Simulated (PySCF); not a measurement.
TeCl4, SMILES Cl[Te](Cl)(Cl)Cl. Coordinates come from a PBE0-D3(BJ)/def2-SVP optimisation. The isomer is the one that the SMILES or the coordinates give; other isomers of the formula were not compared. The def2 effective core potentials stand for the cores of Te; spin–orbit coupling is left out.

### Question
Give the equilibrium geometry at PBE0-D3(BJ)/def2-SVP (PySCF confirms it by a frequency run) as a Z-matrix, and its point group. (The exact figures need the calculation; the answer reports its results.)

### Answer
point group C2v.
```
Te
Cl 1 2.3408
Cl 1 2.3408 2 100.69
Cl 1 2.4453 2 89.49 3 -89.39
Cl 1 2.4453 2 89.49 4 178.77
```
Charge 0, spin multiplicity 1.
